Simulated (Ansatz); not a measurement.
PBE exchange is replaced step by step with exact exchange (0 % is PBE, 25 % PBE0; no dispersion term), basis def2-TZVP, Ansatz. System: cis-NiH2(NH3)2 (NiN2H8). Total charge 0; singlet. Geometry: PBE0-D4/def2-SVP, each spin state at its own.

Geometry of the singlet:

```xyz
11

Ni   -0.178    0.185   -0.794
H     0.374    1.001   -1.885
H    -1.198   -0.143   -1.800
N    -1.124   -0.989    0.494
H    -2.082   -0.643    0.553
H    -0.797   -1.140    1.451
H    -1.193   -1.906    0.049
N     1.315    0.790    0.362
H     1.283    1.810    0.363
H     2.178    0.546   -0.127
H     1.422    0.489    1.333
```

The name describes the singlet; other states may take another shape.

| exact exchange (%) | HOMO (eV) | LUMO (eV) | gap (eV) | triplet − singlet (kJ/mol) |
| --- | --- | --- | --- | --- |
| 0 | -3.00 | -0.68 | 2.32 | 147.3 |
| 5 | -3.28 | -0.52 | 2.76 | 130.6 |
| 10 | -3.58 | -0.37 | 3.22 | 113.2 |
| 15 | -3.90 | -0.22 | 3.69 | 95.2 |
| 25 | -4.59 | 0.09 | 4.68 | 57.6 |
| 35 | -5.33 | 0.38 | 5.71 | 18.3 |

(1) Estimate the row for 50 %.

Answers

(1) 
```csv
exact exchange (%),HOMO (eV),LUMO (eV),gap (eV),triplet − singlet (kJ/mol)
50,-6.52,0.81,7.33,-41.7
```
